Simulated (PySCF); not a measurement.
Compound: [Te3]- (charge -1 and doublet state).
Structure used (PBE0-D3(BJ)/def2-SVP), in Å, numbered top down from 1:
```xyz
3
Te3 angstrom
Te    -1.8613   -1.1185   -0.7470
Te     0.3040   -0.5682    0.7243
Te     1.5573    1.6867    0.0227
```

The calculation used PBE0-D3(BJ)/def2-SVP geometry optimisation, gas phase, def2 core potentials past Kr (PySCF 2.14.0).

(1) Which atoms are bound to Te2, and at what distances?

(2) What is the shape at Te2?

(3) What are the rotational constants (commonest isotopes, rigid rotor)?

Results:

(1) 2 atoms: Te3 2.673 Å, Te1 2.675 Å.

(2) Bent: angle 114.1°. Differences among atoms that C2v makes equivalent are scatter left by the optimiser.

(3) A = 2760, B = 386.2, C = 338.8 MHz: a near-prolate asymmetric top.

Point group: C2v (every atom within 0.08 Å of its image). Charge -1, doublet. ⟨S²⟩ = 0.752 (exact for a doublet: 0.75). Whether the extra electron is bound in the gas phase wasn't checked; a finite basis holds it in any case. No PBE0-D3(BJ)/def2-SVP frequencies stand behind this structure, so it isn't proved a minimum.
